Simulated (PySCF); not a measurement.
Species: C$_{2}$H$_{2}$Cl$_{2}$, charge 0, multiplicity 1. 
Coordinates optimised at B3LYP-D3(BJ)/def2-TZVP (Ansatz):
SMILES: C(=C/Cl)/Cl
```xyz
6

Cl     1.6740     0.3460    -0.0608
C      0.6009    -0.9985    -0.0230
C     -0.7203    -0.9160     0.0254
Cl    -1.6180     0.5515     0.0597
H      1.0911    -1.9607    -0.0419
H     -1.3262    -1.8099     0.0466
```

Dispersion corrections to the total energy (kcal/mol) from the dftd3 and dftd4 libraries through PySCF: D3(BJ) without and D4 with the three-body term, each with the damping fitted for the functional named.

```
functional      D3(BJ)          D4
----------  ----------  ----------
CAM-B3LYP   (withheld)       -2.79
r2SCAN           -0.88       -0.75
B2GP-PLYP        -2.41  (withheld)
TPSSh       (withheld)       -4.03
LC-wPBE          -3.24       -3.67
TPSS             -4.27       -4.46
PW6B95           -1.78       -2.86
```

Fill in the missing entries.


- CAM-B3LYP, D3(BJ): -2.71
- B2GP-PLYP, D4: -1.37
- TPSSh, D3(BJ): -3.93
